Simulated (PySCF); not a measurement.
BClH2O2. Atoms are numbered in the order given.

```xyz
6

B     -0.0051    -0.4485     0.0000
Cl    -0.0499     1.3324     0.0000
O     -1.1809    -1.1109     0.0000
H     -1.0444    -2.0681     0.0000
O      1.1777    -1.1155     0.0000
H      1.9437    -0.5290     0.0000
```

Geometry: r2SCAN-D4/def2-SVP. Other conformers were not sampled.

The numbers are results of HF/pcSseg-2 in PySCF, not measurements.

GIAO shieldings, no solvent; atoms listed in one row are averaged. δ = σ(ref) − σ: ¹¹B against BF3 (σ = 104.0 ppm); ³⁵Cl against HCl (σ = 947.2 ppm); ¹⁷O against H2O (σ = 326.0 ppm); ¹H against TMS (σ = 31.98 ppm), references at their B3LYP-D3(BJ)/def2-TZVP geometries, non-relativistic (without spin–orbit terms, shifts of atoms bonded to Cl or Br come out too high).

### Question
Estimate the chemical shifts. (The exact figures need the calculation; the answer reports its results.)

### Answer

```
nucleus  atoms  count  δ (ppm)
-------  -----  -----  -------
¹¹B         B1      1     16.7
³⁵Cl       Cl2      1     16.4
¹⁷O         O5      1    100.8
¹⁷O         O3      1     86.4
¹H          H6      1     4.45
¹H          H4      1     4.32
```
